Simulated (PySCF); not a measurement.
GaCl, SMILES [Cl][Ga] (connectivity only; charge and spin as stated), neutral, multiplicity 1. Geometry: PBE-D3(BJ)/def2-TZVP.

Computed with PBE-D3(BJ)/def2-TZVP run with PySCF.

Harmonic wavenumbers (cm⁻¹): 352. Rotational constants (GHz): 4.305 (linear); symmetry number 1.

Problem. Work out the zero-point energy and the ideal-gas rigid-rotor harmonic-oscillator thermochemistry at 298.15 K and 1 atm.

Solution. ZPE = ½ Σ hcν = ½ × 352 cm⁻¹ = 0.50 kcal/mol. H − E(el) = 2.80 kcal/mol. Entropy in cal/(mol K): translation 39.87, rotation 16.44, vibration 1.16, total 57.47. G − E(el) = -14.33 kcal/mol. Cp = 8.53 cal/(mol K).
